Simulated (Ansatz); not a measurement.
The cluster K4Bi2⁺, 6 atoms. Hardware: 4 threads of Arm Neoverse V1 on a shared host.

In the def2 sets Bi takes a core potential; there is no spin–orbit coupling. Correlated methods freeze 28 core orbitals; core or outer-core shells of K, Bi are correlated, in sets that lack core-valence functions.

Problem. How many basis functions does each of these Ansatz runs have, and roughly what does it cost? PBE-D4/def2-TZVP, charge 1 doublet, energy and forces, from earlier orbitals; PBE0-D4/def2-TZVP, charge 1 doublet, energy, from earlier orbitals; BHLYP-D4/def2-TZVP, charge 1 doublet, energy, from earlier orbitals; RPA@PBE/def2-TZVP, charge 1 doublet, energy, from earlier orbitals; B3LYP-D4/def2-TZVP, charge 1 doublet, energy, from earlier orbitals; PBE-D4/def2-SVP, charge 1 doublet, energy, from earlier orbitals; PBE0-D4/def2-SVP, charge 1 doublet, energy, from earlier orbitals; r2SCAN-D4/def2-TZVP, charge 1 doublet, energy, from earlier orbitals; r2SCAN-D4/def2-SVP, charge 1 doublet, relaxation, 8 steps; B97M-V/def2-TZVP, charge 1 doublet, energy, from earlier orbitals; PBE0-D4/def2-SVP, charge 1 doublet, energy with a search over starts; MP2/def2-TZVP, charge 1 doublet, energy, from earlier orbitals.

Solution. Other jobs shared the machine, so times can vary by a factor of up to 3. A dash marks memory too small to be measured apart from the calling script's.

```tsv
run	functions	fitting or Cholesky vectors	wall time	peak host memory (GiB)
PBE-D4/def2-SVP, charge 1 doublet, energy, from earlier orbitals	148	1656	21 s	–
PBE0-D4/def2-SVP, charge 1 doublet, energy, from earlier orbitals	148	1578	24 s	1
MP2/def2-TZVP, charge 1 doublet, energy, from earlier orbitals	232	2246	24 s	1.1
RPA@PBE/def2-TZVP, charge 1 doublet, energy, from earlier orbitals	232	2246	31 s	1.1
r2SCAN-D4/def2-TZVP, charge 1 doublet, energy, from earlier orbitals	232	2020	38 s	0.73
B3LYP-D4/def2-TZVP, charge 1 doublet, energy, from earlier orbitals	232	2246	42 s	1.3
PBE0-D4/def2-TZVP, charge 1 doublet, energy, from earlier orbitals	232	2246	42 s	1.5
PBE-D4/def2-TZVP, charge 1 doublet, energy and forces, from earlier orbitals	232	2020	44 s	0.93
BHLYP-D4/def2-TZVP, charge 1 doublet, energy, from earlier orbitals	232	2246	46 s	1.4
PBE0-D4/def2-SVP, charge 1 doublet, energy with a search over starts	148	1578	67 s	1.1
r2SCAN-D4/def2-SVP, charge 1 doublet, relaxation, 8 steps	148	1656	98 s	–
B97M-V/def2-TZVP, charge 1 doublet, energy, from earlier orbitals	232	2020	3.2 min	1.6
```
